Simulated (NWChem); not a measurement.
# Total energies of sulfur trioxide (O3S)

```
S
O 1 1.4693
O 1 1.4693 2 120.00
O 1 1.4693 2 120.00 3 180.00
```
Charge 0, spin multiplicity 1.

All runs are NWChem calculations. Structure: optimised with PBE/def2-SVP, a minimum by its harmonic frequencies.

Basis set: cc-pVDZ (60 functions).

```
method       total energy (Ha)
-----------  -----------------
RHF                 -621.98136
MP2                 -622.69992
B2PLYP              -623.45310
PBE                 -623.39919
B3LYP               -623.77718
LDA (SVWN5)         -620.84483
CCSD(T)             -622.71724
```

Total energies of different functionals aren't comparable as a measure of quality: only differences taken within one method are. 

The correlated methods keep 8 core orbitals frozen. B3LYP has NWChem's definition, with VWN1-RPA local correlation. No row is a measurement; the coupled-cluster row has its own basis-set and correlation limits.
